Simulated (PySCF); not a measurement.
Species: C6H18Si4.
Cartesian coordinates in Å at the PBE0-D3(BJ)/def2-SVP level; atoms count from 1:
```xyz
28
C6H18Si4 angstrom
C      4.6293    0.7398    0.5272
C      3.5926    1.5823    0.5241
C      2.4487    1.5423   -0.4323
Si     0.8848    0.8076    0.3811
Si     1.2305   -1.5055    0.6943
Si     0.5434   -1.7627   -1.5540
Si    -0.7261    0.2050   -1.2401
C     -2.3741   -0.2226   -0.4025
C     -3.1012    0.9753    0.2060
C     -4.4128    0.6009    0.8799
H      5.4157    0.8064    1.2827
H      4.7272   -0.0476   -0.2274
H      3.5377    2.3501    1.3067
H      2.6875    0.9227   -1.3128
H      2.1919    2.5507   -0.7989
H      0.4736    1.6356    1.5606
H      2.5680   -2.0153    1.1263
H      0.1716   -2.0803    1.5868
H     -0.1527   -3.0218   -1.9658
H      1.7023   -1.5183   -2.4726
H     -0.9324    1.1217   -2.4081
H     -2.1653   -0.9784    0.3759
H     -3.0160   -0.7274   -1.1465
H     -2.4393    1.4721    0.9370
H     -3.2910    1.7278   -0.5795
H     -4.2475   -0.1206    1.6961
H     -5.1092    0.1345    0.1647
H     -4.9140    1.4821    1.3090
```

The calculation used PBE0-D3(BJ)/def2-SVP geometry optimisation, gas phase (PySCF).

Masses are those of the commonest isotopes; rigid-rotor values at the optimised geometry. The values belong to one conformer with, in the numbering `[CH2:1]=[CH:2][CH2:3][Si@@H:4]1[SiH2:5][SiH2:6][Si@H:7]1[CH2:8][CH2:9][CH3:10]`, C1–C2–C3–Si4 104°, C2–C3–Si4–Si5 -71°, Si6–Si7–C8–C9 164°, Si7–C8–C9–C10 180°, C3–Si4–Si5–Si6 -84°, Si4–Si5–Si6–Si7 -28°, Si5–Si6–Si7–C8 -83°, C3–Si4–Si7–Si6 81°.

(1) Give the principal moments of inertia and the rotational constants in cm⁻¹.

(2) Classify the top.

(3) Is it planar, by Δ = Ic − Ia − Ib?

(4) Give the other two planar moments, Paa and Pbb, and the rms extents of the mass along the axes.

(5) List the rotational levels J(Ka,Kc) to J = 4 (cm⁻¹).

(6) Predict some low-J microwave lines.

(7) Estimate the classical rotational partition function at 25 K, 50 K and 298.15 K.

## Answers

(1) Ia = 474.21, Ib = 1303.08, Ic = 1490.10 u·Å²; 505379 MHz·u·Å²/I gives 1066, 387.8 and 339.2 MHz, that is A = 0.03555, B = 0.01294, C = 0.01131 cm⁻¹.

(2) An asymmetric top: κ = (2 × 387.8 − 1066 − 339.2)/(1066 − 339.2) = -0.87.

(3) Not planar: Δ = Ic − Ia − Ib = -287.19 u·Å². For a rigid frame Δ = −2 Σ m c², so Σ m c² = 143.60 u·Å² lies off the ab plane: 31.90 from hydrogen and 111.70 from heavier atoms. The atom farthest from that plane is 2.48 Å away.

(4) Paa = Σ m a² = (Ib + Ic − Ia)/2 = 1159.48 and Pbb = Σ m b² = (Ia + Ic − Ib)/2 = 330.62 u·Å². With the mass M = 202.05 u, the rms extents √(P/M) along a, b and c are 2.40, 1.28, 0.84 Å.

(5) Above 0(0,0):
J = 1: 1(0,1) 0.0242, 1(1,1) 0.0469, 1(1,0) 0.0485
J = 2: 2(0,2) 0.0727, 2(1,2) 0.0937, 2(1,1) 0.0986, 2(2,1) 0.1664, 2(2,0) 0.1665
J = 3: 3(0,3) 0.1451, 3(1,3) 0.1640, 3(1,2) 0.1737, 3(2,2) 0.2392, 3(2,1) 0.2396, 3(3,1) 0.3564, 3(3,0) 0.3564
J = 4: 4(0,4) 0.2412, 4(1,4) 0.2576, 4(1,3) 0.2738, 4(2,3) 0.3361, 4(2,2) 0.3374, 4(3,2) 0.4535, 4(3,1) 0.4535, 4(4,1) 0.6173, 4(4,0) 0.6173
The levels of one J sum to (2J + 1)J(J + 1)(A + B + C)/3.

(6) The dipole components are |μa| = 0.77 D, |μb| = 0.68 D, |μc| = 0.23 D. Intensities carry the squares of the components, which stand as 1.00 : 0.79 : 0.09 (a : b : c). Some lines, for components of 0.1 D or more:

| type | branch | J(Ka,Kc) | MHz | lower level (cm⁻¹) |
| --- | --- | --- | --- | --- |
| c | Q | 4(1,4) ← 4(0,4) | 490 | 0.241 |
| b | Q | 1(1,0) ← 1(0,1) | 727 | 0.024 |
| b | Q | 5(1,4) ← 5(0,5) | 1135 | 0.361 |
| a | R | 4(1,3) ← 3(1,2) | 3000 | 0.174 |
| b | R | 4(1,4) ← 3(0,3) | 3373 | 0.145 |
| b | Q | 3(3,0) ← 3(2,1) | 3500 | 0.240 |
| a | R | 5(1,4) ← 4(1,3) | 3745 | 0.274 |
| b | R | 3(2,1) ← 2(1,2) | 4373 | 0.094 |
| b | R | 3(3,0) ← 2(2,1) | 5694 | 0.166 |
| b | R | 4(3,2) ← 3(2,1) | 6413 | 0.240 |
| c | R | 4(3,2) ← 3(2,2) | 6425 | 0.239 |

(7) Point group C1, symmetry number σ = 1; q = (√π/σ)·√((kT/h)³/(ABC)), k/h = 20836.6 MHz/K: 56300 at 25 K, 159000 at 50 K, 2320000 at 298.15 K.

PBE0-D3(BJ)/def2-SVP frequencies: not computed here. Constants of a rigid frame at the computed geometry: no zero-point averaging, no centrifugal distortion. A rigid rotor knows nothing of internal rotation, which can split or shift real lines.
